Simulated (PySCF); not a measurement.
## Bond length, frequency and bond energy of LiCd⁺ by level of theory

State: ¹Σ⁺ (singlet), closed shell. Set-up: basis Li def2-SVPD, Cd def2-SVPD with ECP28; scalar-relativistic core potentials; PySCF 2.14. De refers to Li⁺ + Cd in their ground configurations, without counterpoise correction. A positive dipole points towards Cd; it is taken about the centre of mass and depends on that origin.

| Level | Re (Å) | ωe (cm⁻¹) | De (eV) | μ (D) |
| --- | --- | --- | --- | --- |
| RHF-MP2 | 2.809 | 240 | 0.60 | n/a |
| RHF-SCS-MP2 | 2.821 | 238 | 0.60 | n/a |
| RHF-CCSD | 2.830 | 239 | 0.61 | n/a |
| RHF-CCSD(T) | 2.829 | 238 | 0.60 | n/a |
| PBE | 2.776 | 245 | 0.67 | -8.67 |
| BP86 | 2.798 | 236 | 0.59 | -8.90 |
| r²SCAN | 2.794 | 242 | 0.60 | -8.74 |
| TPSSh | 2.780 | 251 | 0.70 | -8.45 |
| r²SCANh | 2.795 | 243 | 0.61 | -8.70 |
| PBE0 | 2.785 | 248 | 0.68 | -8.51 |
| LC-ωPBE | 2.753 | 264 | 0.72 | -8.09 |

**Question.** Which functional lies closest to RHF-CCSD(T) in De, which farthest, and by how much do they differ from it?

**Answer.** Closest is r²SCAN (-3.5 pm in Re, +1.7 % in ωe, +0.00 eV in De against RHF-CCSD(T) in the same basis), farthest LC-ωPBE (-7.6 pm in Re, +10.9 % in ωe, +0.12 eV in De). CCSD(T) converges more slowly with the basis than the functionals do and binds too weakly in this one, so the order can change at the basis-set limit.

**Question.** What does the step from GGA to meta-GGA do here, going from PBE to r²SCAN?

**Answer.** r²SCAN less PBE: +1.8 pm in Re, -1.2 % in ωe, -0.07 eV in De. 

Correlated steps freeze no core orbitals. Closed-shell solutions of metal pairs were not tested for spin polarisation, which can lower them a little. Correlated levels converge slowly with the basis: in double zeta they bind strong bonds too weakly, by up to about 1 eV, and carry superposition errors of some tenths. For an ion De counts to the pair picked by the measured ionisation energies or electron affinities, which need not be the lowest pair at this level.
